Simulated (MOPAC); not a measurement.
Input file for MOPAC: PM6 on CH5F2N (a complex), monomers drawn apart or pushed together.

```
PM6 1SCF PRECISE CHARGE=0 THREADS=1
CH5F2N

N     -0.00899791 1    -0.09882619 1    -0.11896574 1
H     -1.02158851 1    -0.08224058 1    -0.17192577 1
H      0.31877598 1     0.83279346 1    -0.34891244 1
H      0.32127543 1    -0.72331527 1    -0.84607353 1
F     -1.04479152 1    -0.41524361 1     5.49798469 1
C      0.27793627 1    -0.30994424 1     5.16352320 1
F      0.72732912 1     0.90898258 1     5.59199492 1
H      0.36839647 1    -0.35900620 1     4.07766279 1
H      0.82811551 1    -1.08473653 1     5.70093910 1
```

It printed:

```
*******************************************************************************
 **                                                                           **
 **                              MOPAC v23.2.5                                **
 **                                                                           **
 *******************************************************************************
 ** MOPAC's Digital Object Identifier: https://doi.org/10.5281/zenodo.6511958 **
 **                                                                           **
 ** Please cite the open-source release paper for use of this MOPAC version:  **
 ** J. E. Moussa and J. J. P. Stewart (2026)                                  **
 ** MOPAC: An open-source semiempirical molecular orbital program             **
 ** J. Open Source Softw., 11(119), 8025, https://doi.org/10.21105/joss.08025 **
 *******************************************************************************

                              PM6 CALCULATION RESULTS

 *******************************************************************************
 *  PM6        - The PM6 Hamiltonian to be used
 *
 *
 *
 *                 CHARGE ON SYSTEM = 0
 *
 *
 *
 *  PRECISE    - TIGHTER CRITERIA TO BE USED
 *  1SCF       - DO 1 SCF AND THEN STOP
 *  THREADS=1  - MULTI-THREADING NOT USED
 *  T=         - A TIME OF 172800.0 SECONDS REQUESTED
 *  DUMP=N     - RESTART FILE WRITTEN EVERY 7200.0 SECONDS REQUESTED
 *******************************************************************************
PM6 1SCF PRECISE CHARGE=0 THREADS=1
 CH5F2N

   ATOM   CHEMICAL          X               Y               Z
  NUMBER   SYMBOL      (ANGSTROMS)     (ANGSTROMS)     (ANGSTROMS)

     1       N         -0.00899791  *  -0.09882619  *  -0.11896574  *
     2       H         -1.02158851  *  -0.08224058  *  -0.17192577  *
     3       H          0.31877598  *   0.83279346  *  -0.34891244  *
     4       H          0.32127543  *  -0.72331527  *  -0.84607353  *
     5       F         -1.04479152  *  -0.41524361  *   5.49798469  *
     6       C          0.27793627  *  -0.30994424  *   5.16352320  *
     7       F          0.72732912  *   0.90898258  *   5.59199492  *
     8       H          0.36839647  *  -0.35900620  *   4.07766279  *
     9       H          0.82811551  *  -1.08473653  *   5.70093910  *



          CARTESIAN COORDINATES

    NO.       ATOM           X           Y           Z

     1         N         -0.0090     -0.0988     -0.1190
     2         H         -1.0216     -0.0822     -0.1719
     3         H          0.3188      0.8328     -0.3489
     4         H          0.3213     -0.7233     -0.8461
     5         F         -1.0448     -0.4152      5.4980
     6         C          0.2779     -0.3099      5.1635
     7         F          0.7273      0.9090      5.5920
     8         H          0.3684     -0.3590      4.0777
     9         H          0.8281     -1.0847      5.7009

 General Reference for PM6:
 "Optimization of Parameters for Semiempirical Methods V: Modification of NDDO Approximations
 and Application to 70 Elements", J. J. P. Stewart, J. Mol. Mod., 13, 1173-1213 (2007)
 URL: https://link.springer.com/article/10.1007/s00894-007-0233-4

           Empirical Formula: C H5 N F2  =     9 atoms



      MOLECULAR POINT GROUP   :   Cs


      RHF CALCULATION, NO. OF DOUBLY OCCUPIED LEVELS = 14


 -------------------------------------------------------------------------------
 PM6 1SCF PRECISE CHARGE=0 THREADS=1
 CH5F2N



     1SCF WAS SPECIFIED, SO BFGS WAS NOT USED
     SCF FIELD WAS ACHIEVED


                              PM6 CALCULATION
                                                       MOPAC v23.2.5 Linux




          FINAL HEAT OF FORMATION =       -107.19252 KCAL/MOL =    -448.49351 KJ/MOL


          COSMO AREA              =        122.42 SQUARE ANGSTROMS
          COSMO VOLUME            =         86.65 CUBIC ANGSTROMS

          IONIZATION POTENTIAL    =         10.265613 EV
          HOMO LUMO ENERGIES (EV) =        -10.266  2.690
          NO. OF FILLED LEVELS    =         14
          MOLECULAR WEIGHT        =         69.0540         POINT GROUP:  Cs

          MOLECULAR DIMENSIONS (Angstroms)

            Atom       Atom       Distance
            F     7    H     4     6.65417
            H     3    H     9     3.35035
            H     3    F     5     1.82738


          SCF CALCULATIONS        =          1





   ATOM   CHEMICAL          X               Y               Z
  NUMBER   SYMBOL      (ANGSTROMS)     (ANGSTROMS)     (ANGSTROMS)

     1       N         -0.00899791  *  -0.09882619  *  -0.11896574  *
     2       H         -1.02158851  *  -0.08224058  *  -0.17192577  *
     3       H          0.31877598  *   0.83279346  *  -0.34891244  *
     4       H          0.32127543  *  -0.72331527  *  -0.84607353  *
     5       F         -1.04479152  *  -0.41524361  *   5.49798469  *
     6       C          0.27793627  *  -0.30994424  *   5.16352320  *
     7       F          0.72732912  *   0.90898258  *   5.59199492  *
     8       H          0.36839647  *  -0.35900620  *   4.07766279  *
     9       H          0.82811551  *  -1.08473653  *   5.70093910  *

                             CARTESIAN COORDINATES

   1    N       -0.008997910    -0.098826190    -0.118965740
   2    H       -1.021588510    -0.082240580    -0.171925770
   3    H        0.318775980     0.832793460    -0.348912440
   4    H        0.321275430    -0.723315270    -0.846073530
   5    F       -1.044791520    -0.415243610     5.497984690
   6    C        0.277936270    -0.309944240     5.163523200
   7    F        0.727329120     0.908982580     5.591994920
   8    H        0.368396470    -0.359006200     4.077662790
   9    H        0.828115510    -1.084736530     5.700939100


           Empirical Formula: C H5 N F2  =     9 atoms



      MOLECULAR POINT GROUP   :   Cs


                  EIGENVALUES
 -41.58623 -41.51047 -30.97859 -24.93204 -18.31365 -17.78493 -17.54338 -16.21984
 -16.20852 -16.20669 -15.23994 -14.50822 -13.21332 -10.26561   2.69045   2.73095
   4.24805   4.69066   4.86199   6.62085   6.62318


              NET ATOMIC CHARGES AND DIPOLE CONTRIBUTIONS

  ATOM NO.   TYPE          CHARGE      No. of ELECS.   s-Pop       p-Pop
    1          N          -0.598461        5.5985     1.59437     4.00409
    2          H           0.199675        0.8003     0.80032
    3          H           0.199617        0.8004     0.80038
    4          H           0.199170        0.8008     0.80083
    5          F          -0.182379        7.1824     1.97275     5.20963
    6          C           0.089475        3.9105     1.15793     2.75260
    7          F          -0.181831        7.1818     1.97271     5.20912
    8          H           0.142766        0.8572     0.85723
    9          H           0.131969        0.8680     0.86803
 DIPOLE           X         Y         Z       TOTAL
 POINT-CHG.     0.836    -1.185    -2.038     2.502
 HYBRID        -0.524     0.526    -0.971     1.222
 SUM            0.313    -0.659    -3.009     3.096


          ATOMIC ORBITAL ELECTRON POPULATIONS

     Atom    s        px        py        pz
    1  N   1.59437   1.22124   1.21268   1.57017
    2  H   0.80032
    3  H   0.80038
    4  H   0.80083
    5  F   1.97275   1.28743   1.97335   1.94885
    6  C   1.15793   0.81424   0.87254   1.06581
    7  F   1.97271   1.88810   1.40052   1.92050
    8  H   0.85723
    9  H   0.86803

 **********************
 *                    *
 * JOB ENDED NORMALLY *
 *                    *
 **********************




 == MOPAC DONE ==
```

The run finished.

Cost: about 0.04 core-seconds (a rough figure).
